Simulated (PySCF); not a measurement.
C4HF3N2Se.
Geometry (PBE0-D3(BJ)/def2-SVP, Å), atoms numbered from 1 in this order:
```xyz
11
C4HF3N2Se angstrom
F     -1.8840   -1.6431    1.2308
C     -1.9996   -0.5787    0.4971
F     -3.2395   -0.3056    0.2002
C     -0.9682    0.1700    0.0786
F     -1.2472    1.2385   -0.6765
C      0.4441   -0.0470    0.3565
C      1.4614    0.8338   -0.1891
N      2.6922    0.5528    0.1218
Se     2.6618   -0.9061    1.1706
N      0.8786   -1.0315    1.1040
H      1.2383    1.6914   -0.8300
```

Linear response at PBE0/def2-SVPD (PySCF, frozen core in the response, non-relativistic). Relativistic effects, spin–orbit coupling among them, are left out although an element past zinc is present.

Static isotropic polarisability: 90.48 au (13.41 Å³), principal values 52.3, 87.4, 131.7 au.

Q: What is the polarisability at 1064 nm and at the sodium D line?

A: 92.08 au at 1064 nm (+1.8 %), 96.41 au at 589.3 nm (+6.6 %). The rise at 589.3 nm is 3.70 times that at 1064 nm; a pure ω² law gives 3.26. The lowest singlet lies at 295 nm, shorter than both wavelengths.

Q: What is the isotropic C6 coefficient between two such molecules, C6 = (3/π)∫α(iω)² dω?

A: 3023 au (Eh·bohr⁶) by a ten-point quadrature over imaginary frequencies, which is 1810 eV·Å⁶ or 174 J·nm⁶/mol.

Q: Which effective excitation energy ω̄ makes London's formula C6 = (3/4)α²ω̄ exact here?

A: ω̄ = 4·C6/(3α²) = 0.492 Eh = 13.4 eV. A one-pole form α(ω) = α/(1 − ω²/ω̄²) fitted to the 1064 nm value gives 8.8 eV.

Q: What n − 1 at the D line would an ideal gas of it have at 273.15 K and 1 atm (2.6868 × 10¹⁹ cm⁻³), by n − 1 = 2π·N·α′?

A: 24.12 × 10⁻⁴, a formal value whether or not that pressure can be reached.

Q: What three-body coefficient follows from the one-pole estimate C9 = (3/4)·α·C6?

A: 205000 au. This is an estimate from the two numbers above, not a computed integral.

Q: How many electrons N does the Slater–Kirkwood formula C6 = (3/4)·√N·α^(3/2) need to give this C6?

A: N = (4·C6/3)²/α³ = 21.9; the species has 100 electrons in all.

Q: What molar refraction at the D line follows from R = (4π/3)·N_A·α′, with α′ the polarisability volume?

A: α′ = 14.29 Å³ gives R = 36.04 cm³/mol, for isolated, non-vibrating species.

Q: What does −C6/R⁶ come to at R = 12 Å between centres?

A: -58 J/mol. This is the leading, orientation-averaged term; C8 and higher terms are left out.

Hardware: one thread, Intel Xeon Platinum 8488C (x86_64), no GPU (shared host). Cost: 72 s of wall time (grids of density and orbitals included), 0.98 GiB resident at most. This is the whole response run at PBE0/def2-SVPD, SCF included.

One conformer stands for the species.
